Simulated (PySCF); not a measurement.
# Optical rotation: `C1[C@H](OC)[C@H]1Br`, C4H7BrO

Molfile (atoms numbered from 1):
```
C4H7BrO
     RDKit          3D

 13 13  0  0  0  0  0  0  0  0999 V2000
    1.9667   -0.4631   -0.0145 C   0  0  0  0  0  0  0  0  0  0  0  0
    0.7130   -0.8331    0.5198 O   0  0  0  0  0  0  0  0  0  0  0  0
   -0.3573   -0.3717   -0.2286 C   0  0  1  0  0  0  0  0  0  0  0  0
   -1.6774   -0.2290    0.4617 C   0  0  0  0  0  0  0  0  0  0  0  0
   -0.9097    0.9952    0.0666 C   0  0  2  0  0  0  0  0  0  0  0  0
   -1.5507    2.0789   -1.3857 Br  0  0  0  0  0  0  0  0  0  0  0  0
    2.0936   -0.8598   -1.0282 H   0  0  0  0  0  0  0  0  0  0  0  0
    2.7181   -0.8937    0.6429 H   0  0  0  0  0  0  0  0  0  0  0  0
    2.0843    0.6257   -0.0417 H   0  0  0  0  0  0  0  0  0  0  0  0
   -0.3513   -0.6945   -1.2695 H   0  0  0  0  0  0  0  0  0  0  0  0
   -1.7160   -0.4659    1.5140 H   0  0  0  0  0  0  0  0  0  0  0  0
   -2.5689   -0.4873   -0.0894 H   0  0  0  0  0  0  0  0  0  0  0  0
   -0.4489    1.5989    0.8348 H   0  0  0  0  0  0  0  0  0  0  0  0
  1  2  1  0
  2  3  1  0
  3  4  1  0
  4  5  1  0
  5  6  1  0
  5  3  1  0
  1  7  1  0
  1  8  1  0
  1  9  1  0
  3 10  1  6
  4 11  1  0
  4 12  1  0
  5 13  1  1
M  END
```

Computed, not measured: TDDFT wB97X-D/aug-cc-pVDZ circular dichroism and optical rotation, one conformer, gas phase (PySCF). Geometry: GFN2-xTB.

The molecule is flexible and this is one conformer; a measurement averages over conformers. The calculation is non-relativistic, which matters for the atoms heavier than Zn.

Stereocentres: C3 S, C5 S.

(1) What is the specific rotation at 633, 589.3, 546, 436, 405, 365, 355 nm?

(2) And for the mirror image at 589.3 nm?

(3) What is the molar rotation [Φ] = [α]·M/100 of the geometry above at 589.3 nm?

Answers

(1) [α] in deg dm⁻¹ (g/mL)⁻¹:
```tsv
λ (nm)	origin-invariant length gauge	modified velocity gauge	length gauge (centre of mass)	isotropic polarisability (au)
633	+28.1	+31.5	+28.8	75.4
589.3	+33.8	+37.8	+34.6	75.7
546	+41.5	+46.3	+42.4	76.1
436	+80.6	+88.5	+82.2	77.5
405	+102.8	+112.2	+104.6	78.1
365	+149.2	+161.3	+151.6	79.3
355	+166.1	+178.9	+168.6	79.6
```

(2) -33.8 deg dm⁻¹ (g/mL)⁻¹ (origin-invariant length gauge): the same size and the opposite sign.

(3) With M = 151.00 g/mol, +51.0 deg cm² dmol⁻¹ (origin-invariant length gauge).

The first excitation lies at 5.78 eV (214 nm) with R = +3.4 × 10⁻⁴⁰ esu² cm² (velocity form).
